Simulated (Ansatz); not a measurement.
Geometry optimisation, RKS B3LYP/def2-SVP (Ansatz 0.2.0).

Input:

```yaml
crystal:
  periodic: [false, false, false]
  atoms:
    - { symbol: C, position_ang: [-0.73599, -0.45695, -0.24574] }
    - { symbol: Si, position_ang: [0.44018, 0.76037, 0.04883] }
    - { symbol: Te, position_ang: [0.98888, -1.57296, 0.80183] }
    - { symbol: H, position_ang: [-1.65875, -0.83456, -0.61217] }
    - { symbol: H, position_ang: [0.96568, 2.1041, 0.00725] }
basis:
  gaussian: { orbitals: def2-SVP }
hamiltonian:
  xc: b3lyp
relax:
  f_tol: 0.02
  max_steps: 40
output:
  orbitals: {}
```

Command:

```bash
$ ansatz run input.yaml --threads 1 --pin off --max-ram 2048MiB --backend cpu --events-out ev --progress --plain --runs-dir out
```

**Question.** Where does it end, and by what steps?

**Answer.** The run converged. After 5 steps the energy has fallen by 0.118 eV; Si2 moved furthest, 0.09 Å.

```csv
step,energy less start (eV),largest force component (eV/Å),accepted
0,0.0000,2.230,yes
1,-0.0827,0.881,yes
2,-0.1085,0.301,yes
3,-0.1136,0.254,yes
4,-0.1174,0.035,yes
5,-0.1176,0.011,yes
```

```xyz
5
Properties=species:S:1:pos:R:3
C -0.735 -0.379 -0.267
Si 0.495 0.694 0.086
Te 0.999 -1.603 0.815
H -1.660 -0.829 -0.610
H 0.901 2.117 -0.024
```

Whether the end is a true minimum wasn't checked by a vibrational analysis.

The run took 15 s on 1 thread of Intel(R) Xeon(R) Platinum 8488C (Sapphire Rapids), on a shared host, peak memory 0.15 GiB.
